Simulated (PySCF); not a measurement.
**Radial density of Cd²⁸⁺ (cadmium, charge +28)**

TPSSh, [Ar] 3d2, high-spin 3F determinant. Calculation: PySCF 2.14, in an even-tempered Gaussian basis (17 s from 3.9 bohr⁻², ratio 2.5; 11 p from 5 bohr⁻², ratio 2.5; 8 d from 5 bohr⁻², ratio 2.5; 4 f from 18 bohr⁻², ratio 2.7; 3 g from 26 bohr⁻², ratio 2.7); the non-relativistic Hamiltonian (point nucleus).

```json
{"r (bohr)": "0.000425", "4πr²ρ (e/bohr)": "0.1698", "4πr²(ρα − ρβ)": "0.0000"}
{"r (bohr)": "0.000715", "4πr²ρ (e/bohr)": "0.4671", "4πr²(ρα − ρβ)": "0.0000"}
{"r (bohr)": "0.00120", "4πr²ρ (e/bohr)": "1.261", "4πr²(ρα − ρβ)": "0.0000"}
{"r (bohr)": "0.00202", "4πr²ρ (e/bohr)": "3.298", "4πr²(ρα − ρβ)": "-0.0001"}
{"r (bohr)": "0.00340", "4πr²ρ (e/bohr)": "8.173", "4πr²(ρα − ρβ)": "-0.0002"}
{"r (bohr)": "0.00573", "4πr²ρ (e/bohr)": "18.51", "4πr²(ρα − ρβ)": "-0.0004"}
{"r (bohr)": "0.00963", "4πr²ρ (e/bohr)": "36.09", "4πr²(ρα − ρβ)": "-0.0008"}
{"r (bohr)": "0.0162", "4πr²ρ (e/bohr)": "55.12", "4πr²(ρα − ρβ)": "-0.0009"}
{"r (bohr)": "0.0272", "4πr²ρ (e/bohr)": "59.18", "4πr²(ρα − ρβ)": "0.0035"}
{"r (bohr)": "0.0458", "4πr²ρ (e/bohr)": "52.74", "4πr²(ρα − ρβ)": "0.0600"}
{"r (bohr)": "0.0771", "4πr²ρ (e/bohr)": "70.31", "4πr²(ρα − ρβ)": "0.5799"}
{"r (bohr)": "0.130", "4πr²ρ (e/bohr)": "58.85", "4πr²(ρα − ρβ)": "3.1278"}
{"r (bohr)": "0.218", "4πr²ρ (e/bohr)": "33.53", "4πr²(ρα − ρβ)": "7.3015"}
{"r (bohr)": "0.367", "4πr²ρ (e/bohr)": "30.70", "4πr²(ρα − ρβ)": "4.3807"}
{"r (bohr)": "0.617", "4πr²ρ (e/bohr)": "2.312", "4πr²(ρα − ρβ)": "0.2849"}
{"r (bohr)": "1.04", "4πr²ρ (e/bohr)": "0.007284", "4πr²(ρα − ρβ)": "0.0010"}
```

A non-relativistic calculation at this Z misses sizeable relativistic shifts. Spin-orbit coupling, absent here, splits the open shell strongly.
